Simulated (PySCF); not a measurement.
Two-component Hartree-Fock for Rb²⁷⁺ (rubidium, charge +27)

Start: [Ne]. Calculated with PySCF 2.14 in an even-tempered Gaussian basis (18 s from 2.1 bohr⁻², ratio 2.6; 13 p from 2.7 bohr⁻², ratio 2.6; 6 d from 2.8 bohr⁻², ratio 2.8; 3 f from 73 bohr⁻², ratio 2.8): generalised Hartree-Fock with the X2C-1e Hamiltonian and a Gaussian nucleus; spin-orbit coupling (SO) screened by Boettger's factors.

| spinor shell | electrons | ε, screened SO (eV) | weight of nominal j (screened SO) | rms radius, screened SO (bohr) |
| --- | --- | --- | --- | --- |
| 1s1/2 | 2 | -16650.3 | 1.000 | 0.0463 |
| 2s1/2 | 2 | -3385.2 | 1.000 | 0.188 |
| 2p1/2 | 2 | -3197.9 | 1.000 | 0.165 |
| 2p3/2 | 4 | -3133.7 | 1.000 | 0.168 |

| quantity | screened SO |
| --- | --- |
| E (hartree) | -2467.39563 |
| M_J | 0 |
| ⟨J²⟩ | 0.000 |
| ⟨L²⟩ | 0.002 |
| ⟨S²⟩ | 0.002 |

Breit and QED terms are absent; they matter most for the inner s and p1/2 levels.

Densities and radii are taken from the X2C orbitals without a picture-change correction, which distorts them close to the nucleus.
